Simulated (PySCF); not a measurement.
First SCF of a structure search on singlet Mo₃, at a hand-made obtuse triangle geometry. PySCF input:

```python
from pyscf import gto, scf, dft
mol = gto.M(atom='''
Mo     0.000000     0.000000     0.000000
Mo     2.152800     1.656000     0.000000
Mo    -2.152800     1.656000     0.000000''',
    basis={'Mo': 'def2-TZVP'},
    ecp={'Mo': 'def2-TZVP'},
    charge=0, spin=0)
mf = dft.RKS(mol, xc='PBE0')
mf.grids.atom_grid = (50, 194)
aux = {'Mo': 'def2-universal-JKFIT'}
mf = mf.density_fit(auxbasis=aux)
mf.conv_tol = 1e-08
mf.diis_space = 10
mf.max_cycle = 60
mf.init_guess = 'minao'
mf.verbose = 4
mf.kernel()
```

Excerpt of the output (cycles and frontier levels); where DIIS stalls, ADIIS, DIIS with a small level shift and a second-order solver take over in turn:

```
init E= -184.818187789317
  HOMO = -0.686330925652461  LUMO = -0.684974508126541  gap/eV = 0.03691
cycle= 1 E= -201.767463722894  delta_E= -16.9  |g|= 3.02  |ddm|= 6.43
  HOMO = -0.113449290349188  LUMO = -0.109954902228786  gap/eV = 0.09509
cycle= 2 E= -193.43643402785  delta_E= 8.33  |g|= 5.33  |ddm|= 5.31
  HOMO = -0.0483505321947  LUMO = -0.0462269062817666  gap/eV = 0.05779
cycle= 3 E= -203.477142699723  delta_E=  -10  |g|= 1.39  |ddm|= 4.61
  HOMO = -0.202995267503021  LUMO = -0.195120029887259  gap/eV = 0.21430
cycle= 4 E= -203.113492446895  delta_E= 0.364  |g|= 2.11  |ddm|= 3.22
  HOMO = -0.118538306240314  LUMO = -0.115442180928428  gap/eV = 0.08425
cycle= 5 E= -203.278898857725  delta_E= -0.165  |g|= 1.92  |ddm|= 2.08
cycle= 6 E= -204.041785344789  delta_E= -0.763  |g|= 0.178  |ddm|= 0.936
  HOMO = -0.128911087723784  LUMO = -0.102799337022565  gap/eV = 0.71054
cycle= 7 E= -204.013833466755  delta_E= 0.028  |g|= 0.475  |ddm|= 0.509
... 47 lines left out ...
cycle= 31 E= -204.077915572691  delta_E= -1.01e-08  |g|= 0.000142  |ddm|= 0.000926
  HOMO = -0.150135661433411  LUMO = -0.110728700455879  gap/eV = 1.07232
cycle= 32 E= -204.07791557222  delta_E= 4.71e-10  |g|= 0.000143  |ddm|= 0.000535
  HOMO = -0.150126079435855  LUMO = -0.110726364879371  gap/eV = 1.07212
cycle= 33 E= -204.077915572199  delta_E= 2.09e-11  |g|= 0.000101  |ddm|= 0.000609
  HOMO = -0.150126142085035  LUMO = -0.110726595441946  gap/eV = 1.07212
cycle= 34 E= -204.077915566783  delta_E= 5.42e-09  |g|= 8e-05  |ddm|= 0.000389
  HOMO = -0.150122632192503  LUMO = -0.110722865370924  gap/eV = 1.07212
Extra cycle  E= -204.077915157534  delta_E= 4.09e-07  |g|= 0.00125  |ddm|= 0.00089
SCF not converged.
init E= -184.818187789317
  HOMO = -0.686330925652461  LUMO = -0.684974508126541  gap/eV = 0.03691
cycle= 1 E= -201.767463722894  delta_E= -16.9  |g|= 3.02  |ddm|= 6.43
  HOMO = -0.113449290349188  LUMO = -0.109954902228786  gap/eV = 0.09509
cycle= 2 E= -193.43643402785  delta_E= 8.33  |g|= 5.33  |ddm|= 5.31
  HOMO = -0.0465624984035835  LUMO = -0.0446262054562691  gap/eV = 0.05269
cycle= 3 E= -201.991511801622  delta_E= -8.56  |g|= 2.28  |ddm|=  3.9
  HOMO = -0.110678430114375  LUMO = -0.100072031178421  gap/eV = 0.28861
cycle= 4 E= -203.254343125471  delta_E= -1.26  |g|= 1.89  |ddm|= 2.85
  HOMO = -0.233396970018737  LUMO = -0.211028246228193  gap/eV = 0.60868
cycle= 5 E= -201.420163763175  delta_E= 1.83  |g|= 3.22  |ddm|= 2.61
  HOMO = -0.109408097140422  LUMO = -0.107128093196238  gap/eV = 0.06204
cycle= 6 E= -203.375534272843  delta_E= -1.96  |g|= 1.61  |ddm|= 1.61
  HOMO = -0.151468886370416  LUMO = -0.150171675068916  gap/eV = 0.03530
... 18 lines left out ...
cycle= 16 E= -204.062361841931  delta_E= -0.0193  |g|= 0.186  |ddm|= 0.235
  HOMO = -0.141569905660524  LUMO = -0.108778766776297  gap/eV = 0.89229
cycle= 17 E= -204.045619238169  delta_E= 0.0167  |g|= 0.302  |ddm|= 0.251
  HOMO = -0.143256948535599  LUMO = -0.11010221032921  gap/eV = 0.90219
cycle= 18 E= -204.068611565844  delta_E= -0.023  |g|= 0.0951  |ddm|= 0.185
  HOMO = -0.141624583606119  LUMO = -0.107867445246317  gap/eV = 0.91858
cycle= 19 E= -204.057236931576  delta_E= 0.0114  |g|= 0.229  |ddm|= 0.172
  HOMO = -0.141583486499245  LUMO = -0.107761283196966  gap/eV = 0.92035
cycle= 20 E= -204.065474009479  delta_E= -0.00824  |g|= 0.153  |ddm|= 0.156
SCF not converged.
init E= -204.065474009479
  HOMO = -0.137509734482691  LUMO = -0.020995724847181  gap/eV = 3.17051
cycle= 1 E= -203.869616883098  delta_E= 0.196  |g|= 0.944  |ddm|= 0.552
  HOMO = -0.13658590412759  LUMO = -0.0596131544960379  gap/eV = 2.09454
cycle= 2 E= -196.469902024686  delta_E=  7.4  |g|= 4.79  |ddm|= 3.22
  HOMO = -0.0960892194272018  LUMO = -0.0300164235268787  gap/eV = 1.79793
cycle= 3 E= -202.431795824505  delta_E= -5.96  |g|= 2.67  |ddm|= 2.11
  HOMO = -0.134282839859608  LUMO = -0.0241492534481704  gap/eV = 2.99689
cycle= 4 E= -203.480472523918  delta_E= -1.05  |g|= 1.68  |ddm|= 0.607
  HOMO = -0.137885839743945  LUMO = -0.0118381843012911  gap/eV = 3.42993
cycle= 5 E= -203.533555703497  delta_E= -0.0531  |g|= 1.48  |ddm|= 0.56
  HOMO = -0.139934781271549  LUMO = -0.00889095408029439  gap/eV = 3.56588
cycle= 6 E= -203.818595535094  delta_E= -0.285  |g|= 0.995  |ddm|= 0.292
  HOMO = -0.145938471630341  LUMO = -0.0183704403097389  gap/eV = 3.47130
... 39 lines left out ...
  HOMO = -0.143920543100405  LUMO = -0.00770595286810982  gap/eV = 3.70659
cycle= 27 E= -204.073248685665  delta_E= -0.000212  |g|= 0.00725  |ddm|= 0.0316
  HOMO = -0.144042680418238  LUMO = -0.00795557278773229  gap/eV = 3.70312
cycle= 28 E= -204.073205861575  delta_E= 4.28e-05  |g|= 0.0084  |ddm|= 0.0104
  HOMO = -0.14420965783422  LUMO = -0.00812100584156639  gap/eV = 3.70316
cycle= 29 E= -204.073190665311  delta_E= 1.52e-05  |g|= 0.0104  |ddm|= 0.0124
  HOMO = -0.144096666650582  LUMO = -0.0079678814069033  gap/eV = 3.70425
cycle= 30 E= -204.073215456079  delta_E= -2.48e-05  |g|= 0.0105  |ddm|= 0.00403
SCF not converged.
  HOMO = -0.144347720966011  LUMO = -0.107996343451659  gap/eV = 0.98917
macro= 0  E= -204.096397364142  delta_E= -0.0231819  |g|= 0.133533  4 KF 26 JK
macro= 1  E= -204.110648639945  delta_E= -0.0142513  |g|= 0.100498  2 KF 8 JK
macro= 2  E= -204.11613366627  delta_E= -0.00548503  |g|= 0.0625782  2 KF 7 JK
macro= 3  E= -204.118237749184  delta_E= -0.00210408  |g|= 0.00246434  5 KF 24 JK
macro= 4  E= -204.118238454814  delta_E= -7.0563e-07  |g|= 0.000106574  2 KF 15 JK
macro= 5  E= -204.118238454814  delta_E= -5.68434e-14  |g|= 3.18847e-05  1 KF 2 JK
macro X = 6  E=-204.118238454814  |g|= 3.18847e-05  total 17 KF 89 JK
converged SCF energy = -204.118238454814
```

This is not the lowest solution: all starts ended here, but a stability analysis within the same restricted form found one 4.9 kJ/mol lower, at -204.12010 Eh.

At the minimum of this search the closed-shell solution is unstable towards spin polarisation, so a lower open-shell solution exists.

The search for the lowest solution, 2 starts and the stability check together, took 75 s on 4 threads of a shared Arm Neoverse V1 host, with 120 basis functions; the process peaked at 0.47 GiB. Launch command: `OMP_NUM_THREADS=4 python axn.py task.json out`.
